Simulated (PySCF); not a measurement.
## SrIn⁺ at RHF-CCSD(T)

Level: RHF-CCSD(T). PySCF, scalar-relativistic core potentials, basis sets Sr def2-SVPD with ECP28, In def2-SVPD with ECP28.

- state: ¹Σ⁺ (singlet), closed shell
- bond length: 3.807 Å
- harmonic wavenumber: 80.2 cm⁻¹
- force constant: 0.189 mdyn/Å
- rotational constant Be: 0.02335 cm⁻¹
- anharmonicity ωexe: 0.192 cm⁻¹
- vibration–rotation constant αe: 8.35e-05 cm⁻¹
- well depth De to Sr⁺ + In: 31.4 kcal/mol
- dissociation energy D0: 31.3 kcal/mol

Correlated steps freeze 4 core orbitals. Correlated levels converge slowly with the basis: in double zeta they bind strong bonds too weakly, by up to about 1 eV, and carry superposition errors of some tenths. Spin–orbit coupling is left out, which matters for elements this heavy, above all for dissociation energies. For an ion De counts to the pair picked by the measured ionisation energies or electron affinities, which need not be the lowest pair at this level. Where the molecule has an RHF reference, its open-shell atoms are computed with UHF.
